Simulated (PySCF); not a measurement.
**Be+ (beryllium, charge +1): UHF calculation**

Configuration: [He] 2s1, 2S determinant. Calculation: PySCF 2.14, in pcseg-2 (4s2p1d, 15 functions); the non-relativistic Hamiltonian (point nucleus).

```json
{
  "Total energy": "-14.275356 hartree",
  "One-electron energy": "-17.5970 hartree",
  "Hartree (Coulomb) energy": "5.8179 hartree",
  "Exchange energy": "-2.4962 hartree",
  "Kinetic energy": "14.23693 hartree",
  "⟨S²⟩": "0.7500",
  "⟨L²⟩": "0.000",
  "Sum of ⟨r⟩": "3.120 bohr",
  "Sum of ⟨r²⟩": "6.587 bohr²",
  "Density at the nucleus (Gaussians lack the cusp)": "33.9 bohr⁻³",
  "Spin density at the nucleus": "0.795 bohr⁻³",
  "Langevin diamagnetic susceptibility": "-5.22 ×10⁻⁶ cm³/mol",
  "Time after the integrals": "0.03 s of wall time on 1 thread of Neoverse-V2 (shared host)"
}
```

| shell | electrons | mean orbital energy (hartree) | rms radius, mean of both spins (bohr) |
| --- | --- | --- | --- |
| 1s α | 1 | -5.16149 | 0.485 |
| 1s β | 1 | -5.12636 | 0.485 |
| 2s α | 1 | -0.66585 | 2.47 |
